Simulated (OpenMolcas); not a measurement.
Os2+ (d6) among equal point charges was computed by CASSCF with the d shell active (OpenMolcas, ANO-RCC-VDZP on the metal). Its lowest spin-free states, and all those of the highest spin:

```json
{"2S+1": "5", "Degeneracy": "1", "E (cm-1)": "0.0"}
{"2S+1": "1", "Degeneracy": "1", "E (cm-1)": "92.1"}
{"2S+1": "5", "Degeneracy": "2", "E (cm-1)": "1918"}
{"2S+1": "3", "Degeneracy": "1", "E (cm-1)": "4263"}
{"2S+1": "3", "Degeneracy": "2", "E (cm-1)": "4690"}
{"2S+1": "3", "Degeneracy": "2", "E (cm-1)": "8743"}
{"2S+1": "1", "Degeneracy": "1", "E (cm-1)": "11113"}
{"2S+1": "3", "Degeneracy": "1", "E (cm-1)": "11682"}
{"2S+1": "1", "Degeneracy": "2", "E (cm-1)": "11890"}
{"2S+1": "5", "Degeneracy": "1", "E (cm-1)": "15258"}
{"2S+1": "3", "Degeneracy": "2", "E (cm-1)": "17023"}
{"2S+1": "3", "Degeneracy": "1", "E (cm-1)": "17047"}
{"2S+1": "5", "Degeneracy": "1", "E (cm-1)": "19626"}
```

Problem. Is the site octahedral, tetrahedral or cube-like, axial, or of lower symmetry?

Solution. The states with 2S+1 = 5 have orbital degeneracies 1, 2, 1, 1. There are pairs but no triples, so the site is axial: not cubic, but with a proper or improper axis of order three or more. The run had Os2+ among 6 point charges of -1.7 e arranged as a tetragonal octahedron (D4h), 2.06 Å from the ion, with the axial distance 1.957 Å. The active orbitals were held to one l.

Spin-orbit coupling mixes the spin-free states strongly: the lowest level takes only 40 % from its leading state, 1A1, which lies 92 cm-1 above the lowest spin-free state. Without dynamic correlation the repulsion within the d shell is too large (B by tens of per cent), so at a given field states of lower spin stand too high. This shell can be high or low spin here, a state of another spin lies low, and with metal d orbitals alone active their balance is uncertain, so the ground spin may be wrong. Point charges give a weaker field than real ligands, and real ions of this kind are as a rule low spin; the high spin found here belongs to the model. This is an electrostatic model: the charges have no orbitals. No measured value stands beside these numbers.
